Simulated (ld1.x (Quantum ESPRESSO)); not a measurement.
Results of a calculation; reference values are marked as such.
**Potentials for silver (Ag) compared**

Generated with ld1.x 7.5 (TM, RRKJ, ultrasoft, PAW), atompaw 4.2 or ONCVPSP 4.0.1. The cutoff is in Ry: for ld1.x and atompaw files where the sum of valence levels is converged to 10 mRy in a Bessel basis, for ONCV files where the hardest occupied wave has 1 mHa per electron of residual kinetic energy. The error is the largest all-electron minus pseudo excitation energy over each file’s own four to seven test configurations (ionisations up to +4, promotions, holes and added fractions of an electron), all of which were solved. The labels leave out finer settings (local radius, basis sizes, second energies), which also bear on the numbers. Spin-polarised tests are not counted. The rows are a selection from randomly drawn settings: files with unsolved tests, undetermined cutoffs or missed reference levels are left out.

```tsv
potential	cutoff (Ry)	largest error (meV)	bound ghosts
TM semilocal, PBE, scalar-relativistic, rc 2.60/1.15/1.30 (spd), local d, core correction no, reference 4p6 4d10 5s0.5 5p0	120	-37	none
TM, PBE, scalar-relativistic, rc 1.90/1.15/1.50 (spd), local s, core correction yes, reference 4p6 4d10 5s1 5p0	140	-1081	none
TM semilocal, PBE, scalar-relativistic, rc 2.30/2.65/1.80/2.05 (spdf), local s, core correction no, reference 4d10 5s0.75 5p0	60	-405	none
TM semilocal, PBE, scalar-relativistic, rc 1.55/1.40/1.45 (spd), local s, core correction no, reference 4s2 4p6 4d8 5s0 5p0	80	+3318	none
```

(1) Fill in the row for Ag: TM, PBE, scalar-relativistic, rc 1.00/0.95/1.65 (spd), local s, core correction no, reference 4s2 4p6 4d9.5 5s0 5p0.

(2) Fill in the row for Ag: RRKJ, PBE, fully relativistic, rc 1.85/2.35/1.90 (spd), local s, core correction yes, reference 4d10 5s0 5p1.

Results:

(1) cutoff 160 Ry, largest error +122 meV, bound ghosts: none.

(2) cutoff 45 Ry, largest error -590 meV, bound ghosts: none.
